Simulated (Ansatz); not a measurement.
`BC(C)C=N` + SiH₄ → `CC([SiH3])C=N` + BH₃  (formal exchange of groups at a C–B bond)

Gas-phase electronic energies from Ansatz, PBE0-D4/def2-TZVP geometries. CCSD(T)/CBS adds triple-zeta CCSD(T) − MP2 to the extrapolated MP2 energy (def2 sets, frozen cores). This one scheme is used for every species. Functionals use def2-TZVPP. B3LYP here is the variant with VWN-RPA as its local correlation; programs differ in this. One conformer a species, not always the lowest.

`BC(C)C=N`:

Cartesian coordinates in Å:
```
B -1.544 -0.036 -0.643
C -0.026 -0.029 -0.306
C 0.691 1.316 -0.395
C 0.352 -0.809 0.907
N 0.695 -2.025 0.852
H -2.276 -0.868 -0.195
H -1.964 0.755 -1.439
H 0.271 -0.662 -1.173
H 0.401 1.851 -1.300
H 1.777 1.195 -0.400
H 0.434 1.951 0.458
H 0.302 -0.247 1.852
H 0.890 -2.391 1.783
```

SiH₄:

Cartesian coordinates in Å:
```
Si 0.000 0.000 0.000
H -1.100 0.962 0.262
H 1.288 0.589 0.446
H 0.066 -0.293 -1.454
H -0.254 -1.258 0.747
```

`CC([SiH3])C=N`:

Z-matrix (Å, degrees):
```
C
C 1 1.529
H 1 1.093 2 111.2
H 1 1.094 2 111.1 3 -119.8
H 1 1.092 2 111.4 3 120.4
Si 2 1.897 1 110.8 3 -177.6
C 2 1.495 1 112.2 3 61.1
H 2 1.097 1 110.3 3 -60.2
H 6 1.487 2 109.5 1 -65.0
H 6 1.485 2 110.2 1 174.6
H 6 1.488 2 109.1 1 54.2
N 7 1.265 2 128.7 1 -139.8
H 7 1.097 2 114.7 1 41.6
H 12 1.023 7 110.8 2 1.4
```

BH₃:

```xyz
4

B     0.000    0.000    0.000
H     0.617    0.551    0.860
H    -1.004   -0.587    0.268
H     0.387    0.036   -1.128
```

```
             level  ΔE (kcal/mol)
          B3LYP-D4            3.8
            B2PLYP            4.3
               PBE            5.7
              PBE0            5.2
             B3LYP            5.3
SCS-MP2/def2-QZVPP            2.9
     MP2/CBS(def2)            2.6
    CCSD/CBS(def2)            3.5
```

(1) What does CCSD(T)/CBS give? (An estimate is asked.)

Largest T1 diagnostic among the species: 0.012.

Results:

(1) Computed: +3.3 kcal/mol. The listed levels differ from it by 0.5, 1.0, 2.4, 1.9, 2.0, -0.4, -0.7, 0.2 kcal/mol.

In def2-TZVPP, CCSD(T) changes the Hartree–Fock value by −0.8 kcal/mol (the triples alone add −0.2 kcal/mol) and MP2 by −1.5 kcal/mol. The D4 term adds −1.5 kcal/mol with B3LYP and −0.8 kcal/mol with PBE0; it sums over pairs of atoms, weighted by their polarisabilities, and B3LYP, whose exchange is more repulsive, gets the larger term.
